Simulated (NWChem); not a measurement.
Molecule: DMF (C₃H₇NO); SMILES O=CN(C)C

```xyz
12

C      0.7833    -1.5830     0.0000
N      0.0254    -0.3483     0.0000
C     -1.4245    -0.4378     0.0000
C      0.6356     0.8746     0.0000
O      0.0669     1.9537     0.0000
H      1.8536    -1.3571     0.0000
H      0.5559    -2.1867     0.8892
H      0.5559    -2.1867    -0.8892
H     -1.8230     0.5774     0.0000
H     -1.7809    -0.9719    -0.8906
H     -1.7809    -0.9719     0.8906
H      1.7399     0.7826     0.0000
```
Atoms are numbered in this order, from 1.

Computed with NWChem. Pople sets run with spherical d functions. Coordinates come from a B3LYP/6-31G* (spherical d) optimisation. Total energies compare along this basis series because the functional is fixed.

```tsv
level	basis functions	energy (Ha)	highest occupied level (eV)	orbital gap (eV)	dipole (D)	relative time
B3LYP/STO-3G	32	-245.2905	-3.63	7.50	2.74	1
B3LYP/3-21G	59	-247.1449	-6.31	7.46	3.67	1
B3LYP/6-31G*	84	-248.5076	-6.58	7.46	3.82	3
B3LYP/6-31+G*	104	-248.5200	-6.92	6.85	4.23	4
B3LYP/6-311G**	132	-248.5836	-6.77	7.32	3.93	6
B3LYP/6-311++G**	159	-248.5902	-6.96	6.48	4.20	10
```

Relative times are rough (shared machine, one core).
